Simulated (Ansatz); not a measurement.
Born–Oppenheimer molecular dynamics of ClFH$_{4}$W (7 atoms, charge 0, multiplicity 1). It starts from a relaxed structure.

Theory: Ansatz, RKS PBE/def2-SVP.

```
ensemble        : NVT, Langevin thermostat
time step       : 1 fs
steps asked     : 150
set temperature : 1000 K
friction        : 0.05 /fs
seed            : 316332
```

Frames 2 fs apart, positions in Å, forces in eV/Å.

Velocities at 80 fs (Å/ps):

```
W 1.42 0.73 -5.33
F 0.02 10.84 1.90
H -10.99 -5.03 64.30
H -5.30 38.91 -9.27
H -33.36 -8.82 61.12
Cl -6.87 2.25 6.54
H 3.10 14.64 -4.87
```

```xyz
7
Properties=species:S:1:pos:R:3:forces:R:3 time_fs=80 energy_less_start_eV=0.290 T=1290
W 0.008 -0.397 0.386 1.01 -1.76 1.14
F -0.066 0.554 2.049 0.08 -0.32 -0.43
H 1.677 -0.580 -0.200 -1.07 0.54 0.19
H 0.623 1.071 -0.128 0.01 0.14 0.18
H -1.109 0.627 -0.231 -0.30 0.59 -0.47
Cl -0.592 -2.520 -0.494 0.16 1.06 0.37
H 0.135 0.019 -1.178 0.09 -0.24 -0.97
7
Properties=species:S:1:pos:R:3:forces:R:3 time_fs=82 energy_less_start_eV=0.401 T=1363
W 0.011 -0.397 0.375 -0.19 -0.62 2.03
F -0.066 0.575 2.053 0.05 -0.73 -0.91
H 1.633 -0.581 -0.048 0.18 0.70 -0.63
H 0.615 1.160 -0.140 -0.30 -0.78 0.41
H -1.192 0.597 -0.157 0.02 0.74 -0.76
Cl -0.607 -2.515 -0.482 0.21 1.06 0.34
H 0.134 0.053 -1.208 0.02 -0.38 -0.48
7
Properties=species:S:1:pos:R:3:forces:R:3 time_fs=84 energy_less_start_eV=0.727 T=1171
W 0.013 -0.398 0.368 -1.84 0.74 1.86
F -0.067 0.600 2.056 0.02 -1.13 -1.34
H 1.600 -0.562 0.058 1.43 0.79 -1.21
H 0.609 1.222 -0.135 -0.46 -1.24 0.45
H -1.310 0.538 -0.140 0.63 0.59 -0.76
Cl -0.622 -2.505 -0.470 0.25 0.98 0.31
H 0.142 0.087 -1.291 -0.03 -0.72 0.69
7
Properties=species:S:1:pos:R:3:forces:R:3 time_fs=86 energy_less_start_eV=0.949 T=1007
W 0.014 -0.398 0.362 -1.80 1.62 1.24
F -0.071 0.622 2.061 0.00 -1.45 -1.68
H 1.653 -0.537 0.102 0.76 0.84 -1.08
H 0.558 1.230 -0.109 -0.37 -1.13 0.27
H -1.421 0.506 -0.149 1.27 0.21 -0.52
Cl -0.643 -2.493 -0.456 0.24 0.86 0.24
H 0.153 0.112 -1.379 -0.10 -0.94 1.53
7
Properties=species:S:1:pos:R:3:forces:R:3 time_fs=88 energy_less_start_eV=0.938 T=1531
W 0.015 -0.398 0.357 -1.46 0.71 1.67
F -0.067 0.640 2.059 0.00 -1.63 -1.80
H 1.731 -0.462 0.093 -0.40 0.78 -0.75
H 0.451 1.149 -0.020 0.13 0.39 -0.51
H -1.491 0.491 -0.172 1.67 -0.15 -0.26
Cl -0.662 -2.481 -0.440 0.18 0.66 0.07
H 0.167 0.075 -1.393 -0.11 -0.76 1.59
7
Properties=species:S:1:pos:R:3:forces:R:3 time_fs=90 energy_less_start_eV=0.948 T=1313
W 0.016 -0.397 0.357 -0.89 -1.22 2.72
F -0.060 0.651 2.047 -0.01 -1.61 -1.63
H 1.789 -0.315 0.008 -1.34 0.49 -0.34
H 0.369 1.094 0.072 0.50 2.30 -1.42
H -1.517 0.448 -0.168 1.70 -0.24 -0.16
Cl -0.676 -2.471 -0.424 0.11 0.46 -0.08
H 0.167 -0.015 -1.335 -0.07 -0.19 0.90
7
Properties=species:S:1:pos:R:3:forces:R:3 time_fs=92 energy_less_start_eV=0.841 T=1285
W 0.017 -0.396 0.358 0.20 -0.67 4.32
F -0.057 0.663 2.036 -0.03 -1.57 -1.35
H 1.795 -0.164 -0.091 -1.75 0.12 -0.02
H 0.337 1.168 0.134 0.13 1.19 -1.53
H -1.496 0.376 -0.150 1.31 -0.05 -0.28
Cl -0.687 -2.465 -0.409 0.10 0.39 -0.09
H 0.155 -0.107 -1.228 0.03 0.59 -1.05
7
Properties=species:S:1:pos:R:3:forces:R:3 time_fs=94 energy_less_start_eV=0.836 T=1285
W 0.018 -0.396 0.360 1.68 0.52 5.42
F -0.064 0.670 2.031 -0.03 -1.49 -1.24
H 1.744 -0.045 -0.201 -1.74 -0.18 0.23
H 0.317 1.304 0.130 -0.28 -0.73 -1.19
H -1.416 0.286 -0.155 0.19 0.47 -0.63
Cl -0.699 -2.458 -0.396 0.14 0.40 0.01
H 0.139 -0.175 -1.172 0.04 1.00 -2.60
7
Properties=species:S:1:pos:R:3:forces:R:3 time_fs=96 energy_less_start_eV=0.742 T=1323
W 0.022 -0.394 0.364 3.27 1.12 3.91
F -0.071 0.670 2.030 -0.03 -1.44 -1.20
H 1.642 0.059 -0.323 -1.41 -0.43 0.50
H 0.288 1.381 0.089 -0.41 -1.46 -0.84
H -1.323 0.208 -0.186 -1.44 1.12 -1.09
Cl -0.717 -2.452 -0.384 0.19 0.40 0.10
H 0.128 -0.168 -1.220 -0.17 0.69 -1.37
7
Properties=species:S:1:pos:R:3:forces:R:3 time_fs=98 energy_less_start_eV=0.591 T=1104
W 0.025 -0.392 0.365 3.04 2.06 1.61
F -0.072 0.669 2.029 -0.01 -1.46 -1.22
H 1.500 0.139 -0.454 -0.75 -0.57 0.68
H 0.243 1.384 0.021 -0.38 -1.55 -0.47
H -1.304 0.175 -0.228 -1.73 1.06 -0.97
Cl -0.731 -2.448 -0.376 0.24 0.35 0.13
H 0.141 -0.097 -1.299 -0.40 0.12 0.25
7
Properties=species:S:1:pos:R:3:forces:R:3 time_fs=100 energy_less_start_eV=0.434 T=1162
W 0.028 -0.392 0.367 0.27 3.00 -0.37
F -0.071 0.671 2.031 0.04 -1.45 -1.33
H 1.360 0.165 -0.533 0.23 -0.47 0.45
H 0.190 1.315 -0.070 -0.30 -1.10 -0.10
H -1.364 0.182 -0.336 -0.08 0.20 0.09
Cl -0.742 -2.445 -0.367 0.30 0.24 0.12
H 0.136 -0.028 -1.364 -0.46 -0.42 1.14
7
Properties=species:S:1:pos:R:3:forces:R:3 time_fs=102 energy_less_start_eV=0.577 T=860
W 0.028 -0.392 0.369 -1.68 2.88 -1.44
F -0.078 0.675 2.034 0.09 -1.40 -1.46
H 1.302 0.158 -0.580 0.63 -0.39 0.34
H 0.097 1.208 -0.153 -0.13 -0.10 0.02
H -1.448 0.212 -0.458 1.24 -0.46 0.98
Cl -0.751 -2.444 -0.357 0.31 0.13 0.11
H 0.118 -0.015 -1.401 -0.46 -0.67 1.44
```

Of the whole run (150 fs, mean temperature of the second half 1184 K): The mean temperature of the second half is 18 % above the set value. A run of 0.15 ps of so small a system gives no equilibrium averages.

Time of the run: 7.8 min on 1 thread of Arm Neoverse V1, on a shared host, peak memory 0.15 GiB.
